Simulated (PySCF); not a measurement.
Species: C₄H₇NPSi₂ (doublet state).
Structure used (GFN2-xTB), in Å, numbered top down from 1:
```
atom  x, y, z in Å
C1     1.731    1.721   -0.412
C2     1.542    0.741    0.251
C3     1.247   -0.448    1.007
Si4   -0.170   -1.460    0.176
C5     0.631   -2.383   -1.241
N6     1.112   -2.952   -2.111
Si7   -1.588    0.088   -0.802
P8    -2.343    1.623    0.647
H9     1.947    2.586   -0.965
H10    2.152   -1.053    1.091
H11    0.946   -0.162    2.017
H12   -0.478   -2.556    1.120
H13   -2.835   -0.534   -1.307
H14   -1.132    2.268    0.817
H15   -2.766    2.529   -0.308
```

The hyperfine couplings belong to this conformer and change with its torsions.

Identity: `C#CC[Si@H](C#N)[SiH]P` [radical].

Method used: UKS B3LYP, pcH-1 on C H N P Si, non-relativistic, mean-field spin-orbit, GIAO in PySCF 2.14.0. The structure is a single GFN2-xTB conformer in the gas phase; no vibrational or solvent corrections. The geometry wasn't refined by DFT: couplings that depend on bond lengths, twists or pyramidal angles can differ widely from those at the functional's own minimum, by a factor of two or more for some ions and for spin on atoms past the first row. No stability test was run, so a lower SCF solution isn't excluded.

Principal values of hyperfine tensors in MHz (contact, dipolar and spin–orbit terms together), for some of the nuclei:

```
atom  isotope       A1       A2       A3
 Si7     29Si  -631.92  -404.86  -402.77
 H12       1H    49.09    50.86    53.64
 H15       1H    27.36    30.54    34.77
 H13       1H    22.31    31.54    37.33
 Si4     29Si   -39.84   -21.92   -18.74
 H14       1H    14.52    17.89    21.45
  C1      13C     1.52     1.62     5.73
 H10       1H     1.72     2.17     4.13
```

Question: Give the isotropic coupling of each nucleus in MHz and in mT (g = 2.0049), and the anisotropic part.

Answer: a_iso = (A1 + A2 + A3)/3, Ti = Ai − a_iso; 1 mT corresponds to 28.062 MHz. The tensors hold a spin–orbit part: the run splits a_iso into a_FC + a_SO, and T includes its anisotropic share.

| atom | a_iso (MHz) | a_FC | a_SO | a_iso (mT) | T1 | T2 | T3 |
| --- | --- | --- | --- | --- | --- | --- | --- |
| Si7 | -479.85 | -480.58 | 0.73 | -17.100 | -152.07 | 74.99 | 77.07 |
| H12 | 51.20 | 51.19 | 0.00 | 1.824 | -2.10 | -0.34 | 2.44 |
| H15 | 30.89 | 30.87 | 0.02 | 1.101 | -3.53 | -0.35 | 3.88 |
| H13 | 30.40 | 30.36 | 0.03 | 1.083 | -8.08 | 1.15 | 6.93 |
| Si4 | -26.83 | -26.93 | 0.09 | -0.956 | -13.01 | 4.92 | 8.10 |
| H14 | 17.95 | 17.94 | 0.02 | 0.640 | -3.43 | -0.07 | 3.50 |
| C1 | 2.95 | 2.95 | 0.00 | 0.105 | -1.44 | -1.33 | 2.77 |
| H10 | 2.67 | 2.67 | 0.00 | 0.095 | -0.95 | -0.50 | 1.46 |

Question: What spin density at the nucleus of H14 lies behind its contact coupling (g_N = 5.58569)?

Answer: a_FC = (2μ0/3) gₑ μB g_N μN ρ(0)/(2S·h) = 800.24 MHz × g_N × ρ(0)/(2S), with ρ in bohr⁻³. With a_FC = 17.94 MHz and 2S = 1, ρ(0) = 0.004012 bohr⁻³. In magnitude that is 1.3 % of the 1/π = 0.318 of a free hydrogen atom.

Question: P8 (31P, g_N = 2.26320) isn't in the table. Its spin density at the nucleus is 0.03788 bohr⁻³. What is its contact coupling?

Answer: By the same relation, a_FC = 68.6 MHz. The spin–orbit term adds -0.30 MHz. Its full tensor has the principal values 9.42, 19.56, 175.95 MHz.

Question: Name the largest traceless tensor T of the table and describe it.

Answer: Si7: -152.1, 75.0, 77.1 MHz (the dipolar term alone has -151.4, 75.0, 76.4), axial, in the ratio +1:+1:−2, the form that spin in one p orbital centred on that nucleus gives (the nuclear moment is negative).
